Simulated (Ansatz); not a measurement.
```yaml
crystal:
  periodic: [false, false, false]
  atoms:
    - {symbol: B, position_ang: [0.244454, 0.406584, 0.014967]}
    - {symbol: H, position_ang: [2.495993, 0.268459, 0.079174]}
    - {symbol: H, position_ang: [-0.932432, 2.332090, 0.014505]}
    - {symbol: I, position_ang: [-1.807995, -3.007133, -0.108665]}
basis:
  gaussian: {orbitals: def2-SVP}
hamiltonian: {xc: {name: r2SCAN}}
scf: {omitted_lower_state_checks: [starts]}
```

```sh
$ ansatz run in.yaml --threads 4 --pin off --events-out ev --progress --plain --max-ram 3916MiB
```

Shortened log:

```
Functional definition: r2SCAN
586 factors; their error is unknown
mean field evaluation 1: about -8797.5240 eV, gradient 1.9e1 eV
mean field evaluation 2: about -8610.1250 eV, gradient 1.3e2 eV
mean field evaluation 4: about -8673.9463 eV, gradient 1.4e2 eV
mean field evaluation 8: about -8801.2198 eV, gradient 9.3e-2 eV
mean field -8801.21986766 eV, -323.4388644553 hartree, gradient 2.7e-5 eV, S^2 0.000000; 0 other end points of the search recorded, 0 dependent functions left out
reference -8801.21987733 eV, -323.4388648109 hartree; 16, 16 occupied and 34, 34 virtual orbitals, 586 factors
Total energy: -8801.21987733 eV, -323.4388648109 hartree
Checks for a lower state left out: starts
```

In this input the coordinates are in bohr but typed as ångström. The run converged. The result belongs to that input, not to the species as meant.

In the def2 sets I takes a core potential; there is no spin–orbit coupling.
